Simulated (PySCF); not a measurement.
Isomers of C3H10BNO2, from PBE0-D3(BJ)/def2-SVP geometry optimisation, gas phase in PySCF 2.14.0. One conformer each, no zero-point energy, no frequencies.

Question: Which isomer lies lower at this level?
A. `[CH3:1][O:2][B:3]([CH2:4][NH2:5])[O:6][CH3:7]` with C1–O2–B3–C4 4°, O2–B3–C4–N5 52°, B3–C4–N5–H 65° and -178°, O2–B3–O6–C7 2°: A = 3532, B = 1892, C = 1324 MHz, dipole 0.65 D
B. `[BH3-:1][NH2+:2][CH2:3][O:4][C:5]([CH3:6])=[O:7]` with B1–N2–C3–O4 172°, N2–C3–O4–C5 70°, C3–O4–C5–C6 176°: A = 7059, B = 1361, C = 1237 MHz, dipole 6.49 D

Answer: A. That is `COB(CN)OC`, 38.4 kcal/mol below the other.

```csv
SMILES,mapped SMILES,E (Eh),relative (kcal/mol),relative (kJ/mol),dipole (D)
COB(CN)OC,[CH3:1][O:2][B:3]([CH2:4][NH2:5])[O:6][CH3:7],-349.81439,0.0,0.0,0.65
[BH3-][NH2+]COC(C)=O,[BH3-:1][NH2+:2][CH2:3][O:4][C:5]([CH3:6])=[O:7],-349.75322,38.4,160.6,6.49
```

As drawn, the lower has a B–O bond, which the higher lacks; the higher has a B–N bond, which the lower lacks.
